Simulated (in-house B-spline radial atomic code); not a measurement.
The outermost shell (largest non-relativistic mean radius) with and without relativity; Dirac values are averaged over j. Computed with a radial B-spline atomic code at the basis-set limit: non-relativistic Hartree-Fock and Dirac-Hartree-Fock, averages of the configuration (point nuclei without relativity, finite nuclei with it).

```json
{"ion": "Pr", "configuration": "[Xe] 4f3 6s2", "outermost shell": "6s", "radius non-relativistic (bohr)": "5.0466", "radius Dirac (bohr)": "4.8342", "radius change (%)": "-4.2097", "level non-relativistic (eV)": "-4.466", "level Dirac (eV)": "-4.6737"}
{"ion": "Nd", "configuration": "[Xe] 4f4 6s2", "outermost shell": "6s", "radius non-relativistic (bohr)": "4.9887", "radius Dirac (bohr)": "4.7678", "radius change (%)": "-4.427", "level non-relativistic (eV)": "-4.518", "level Dirac (eV)": "-4.7391"}
{"ion": "Pm", "configuration": "[Xe] 4f5 6s2", "outermost shell": "6s", "radius non-relativistic (bohr)": "4.9342", "radius Dirac (bohr)": "4.7052", "radius change (%)": "-4.6427", "level non-relativistic (eV)": "-4.568", "level Dirac (eV)": "-4.8026"}
{"ion": "Sm", "configuration": "[Xe] 4f6 6s2", "outermost shell": "6s", "radius non-relativistic (bohr)": "4.8827", "radius Dirac (bohr)": "4.6454", "radius change (%)": "-4.86", "level non-relativistic (eV)": "-4.616", "level Dirac (eV)": "-4.8649"}
{"ion": "Eu", "configuration": "[Xe] 4f7 6s2", "outermost shell": "6s", "radius non-relativistic (bohr)": "4.8336", "radius Dirac (bohr)": "4.588", "radius change (%)": "-5.0812", "level non-relativistic (eV)": "-4.663", "level Dirac (eV)": "-4.9262"}
{"ion": "Gd", "configuration": "[Xe] 4f7 5d1 6s2", "outermost shell": "6s", "radius non-relativistic (bohr)": "4.554", "radius Dirac (bohr)": "4.276", "radius change (%)": "-6.1046", "level non-relativistic (eV)": "-5.033", "level Dirac (eV)": "-5.4374"}
{"ion": "Tb", "configuration": "[Xe] 4f9 6s2", "outermost shell": "6s", "radius non-relativistic (bohr)": "4.7417", "radius Dirac (bohr)": "4.4791", "radius change (%)": "-5.539", "level non-relativistic (eV)": "-4.753", "level Dirac (eV)": "-5.0473"}
{"ion": "Dy", "configuration": "[Xe] 4f10 6s2", "outermost shell": "6s", "radius non-relativistic (bohr)": "4.6984", "radius Dirac (bohr)": "4.427", "radius change (%)": "-5.7761", "level non-relativistic (eV)": "-4.797", "level Dirac (eV)": "-5.1073"}
{"ion": "Ho", "configuration": "[Xe] 4f11 6s2", "outermost shell": "6s", "radius non-relativistic (bohr)": "4.6567", "radius Dirac (bohr)": "4.3763", "radius change (%)": "-6.0201", "level non-relativistic (eV)": "-4.840", "level Dirac (eV)": "-5.1672"}
{"ion": "Er", "configuration": "[Xe] 4f12 6s2", "outermost shell": "6s", "radius non-relativistic (bohr)": "4.6164", "radius Dirac (bohr)": "4.3269", "radius change (%)": "-6.2709", "level non-relativistic (eV)": "-4.882", "level Dirac (eV)": "-5.2272"}
{"ion": "Tm", "configuration": "[Xe] 4f13 6s2", "outermost shell": "6s", "radius non-relativistic (bohr)": "4.5774", "radius Dirac (bohr)": "4.2785", "radius change (%)": "-6.5297", "level non-relativistic (eV)": "-4.924", "level Dirac (eV)": "-5.2872"}
{"ion": "Yb", "configuration": "[Xe] 4f14 6s2", "outermost shell": "6s", "radius non-relativistic (bohr)": "4.5396", "radius Dirac (bohr)": "4.2311", "radius change (%)": "-6.7947", "level non-relativistic (eV)": "-4.965", "level Dirac (eV)": "-5.3474"}
{"ion": "Lu", "configuration": "[Xe] 4f14 5d1 6s2", "outermost shell": "6s", "radius non-relativistic (bohr)": "4.2588", "radius Dirac (bohr)": "3.9025", "radius change (%)": "-8.3656", "level non-relativistic (eV)": "-5.411", "level Dirac (eV)": "-6.0544"}
{"ion": "Hf", "configuration": "[Xe] 4f14 5d2 6s2", "outermost shell": "6s", "radius non-relativistic (bohr)": "4.0684", "radius Dirac (bohr)": "3.6939", "radius change (%)": "-9.2054", "level non-relativistic (eV)": "-5.725", "level Dirac (eV)": "-6.5223"}
{"ion": "Ta", "configuration": "[Xe] 4f14 5d3 6s2", "outermost shell": "6s", "radius non-relativistic (bohr)": "3.9203", "radius Dirac (bohr)": "3.5307", "radius change (%)": "-9.9359", "level non-relativistic (eV)": "-5.979", "level Dirac (eV)": "-6.9118"}
{"ion": "W", "configuration": "[Xe] 4f14 5d4 6s2", "outermost shell": "6s", "radius non-relativistic (bohr)": "3.7981", "radius Dirac (bohr)": "3.3946", "radius change (%)": "-10.624", "level non-relativistic (eV)": "-6.196", "level Dirac (eV)": "-7.2568"}
```
